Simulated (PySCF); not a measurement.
TaH₅ at several levels of theory

All levels use the PBE0 minimum (singlet; Ta–H 1.754 Å (×4), Ta–H 1.790 Å; H–Ta–H 77.3° (×4), H–Ta–H 118.0° (×4), H–Ta–H 124.0° (×2)), basis [Ta def2-TZVP with ECP60, H def2-TZVP], scalar-relativistic core potentials, density fitting, no spin–orbit coupling, PySCF. For vertical energies the ionised species is a doublet (spins chosen at PBE0 and kept) and the electron-attached one a doublet. Atomisation goes to high-spin ground-configuration atoms, without zero-point energy. Open shells are unrestricted, also as the reference of the correlated levels. A dash marks a value that was not computed or is not defined at that level.

Coordinates in bohr (charge 0 multiplicity 1):
```
Ta    0.0153    0.0000    0.0000
H    -1.5409    2.9265    0.0000
H    -1.5409   -2.9265    0.0000
H    -1.5409    0.0000   -2.9265
H    -1.5409    0.0000    2.9265
H     3.3983    0.0000    0.0000
```

```csv
level,atomisation (kJ/mol),vertical IP (eV),vertical EA (eV),−ε(HOMO) (eV),gap (eV),dipole (D)
CCSD(T),1397,11.05,0.81,–,–,–
HF,1020,10.87,0.54,11.95,12.85,2.13
MP2,1346,11.32,0.81,–,–,–
PBE0,1423,10.96,1.05,8.72,5.77,1.81
PBE,1451,10.67,0.95,7.40,3.35,1.70
B3LYP,1460,11.00,1.01,8.53,5.29,1.79
r2SCAN,1462,10.84,1.02,7.73,3.93,1.82
wB97X,1451,11.28,1.05,11.25,10.55,1.89
```

For TaH₅ itself CCSD(T) correlates 18 electrons; T1 = 0.020, D1 = 0.050, (T) = -30 kJ/mol.

**Question.** Which levels differ least and most from CCSD(T) in the atomisation?

**Answer.** Least: PBE0 (+26 kJ/mol); most: HF (-377 kJ/mol). CCSD(T) atomisation energies in a triple-zeta basis lie tens of kJ/mol low, so this is no ranking by accuracy.

Spin contamination in at least one species weakens the values at: HF, MP2.

Without diffuse functions attachment energies tend to come out too low.

Stability towards spin polarisation was not tested. No spin–orbit coupling is included, which matters more the heavier the element.
